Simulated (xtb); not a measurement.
Input file for xtb: GFN2-xTB on BeH2O (SMILES [BeH][OH]), a point of a bond scan (R = 1.593 Å).

```
$ xtb mol.xyz --gfn 2 --sp --chrg 0 --uhf 0
4

Be    -0.78408142    -0.35296304     0.02982263
H     -2.23753876    -1.00331814     0.08985419
O      0.51114037     0.18521819    -0.07360318
H      1.04249858     0.82503224     0.38968601
```

The head of its log:

```
[...]
           -------------------------------------------------
          |                Calculation Setup                |
           -------------------------------------------------



           -------------------------------------------------
          |                 G F N 2 - x T B                 |
           -------------------------------------------------

        Reference                      10.1021/acs.jctc.8b01176
      * Hamiltonian:
        H0-scaling (s, p, d)           1.850000    2.230000    2.230000
        zeta-weighting                 0.500000
      * Dispersion:
        s8                             2.700000
        a1                             0.520000
        a2                             5.000000
        s9                             5.000000
      * Repulsion:
        kExp                           1.500000    1.000000
        rExp                           1.000000
      * Coulomb:
        alpha                          2.000000
        third order                    shell-resolved
        anisotropic                    true
        a3                             3.000000
        a5                             4.000000
        cn-shift                       1.200000
        cn-exp                         4.000000
        max-rad                        5.000000


          ...................................................
          :                      SETUP                      :
          :.................................................:
          :  # basis functions                  10          :
          :  # atomic orbitals                  10          :
          :  # shells                            6          :
          :  # electrons                        10          :
          :  max. iterations                   250          :
          :  Hamiltonian                  GFN2-xTB          :
          :  restarted?                      false          :
          :  GBSA solvation                  false          :
          :  PC potential                    false          :
          :  electronic temp.          300.0000000     K    :
          :  accuracy                    1.0000000          :
          :  -> integral cutoff          0.2500000E+02      :
          :  -> integral neglect         0.1000000E-07      :
          :  -> SCF convergence          0.1000000E-05 Eh   :
          :  -> wf. convergence          0.1000000E-03 e    :
          :  Broyden damping             0.4000000          :
          :  net charge                          0          :
          :  unpaired electrons                  0          :
          ...................................................

 iter      E             dE          RMSdq      gap      omega  full diag
   1      2.6950618  0.269506E+01  0.266E+01    4.42       0.0  T
   2     -3.7965461 -0.649161E+01  0.272E+01    9.35       1.0  T
```

Problem. Give the final energy of this run.

Solution. -5.8034 hartree.
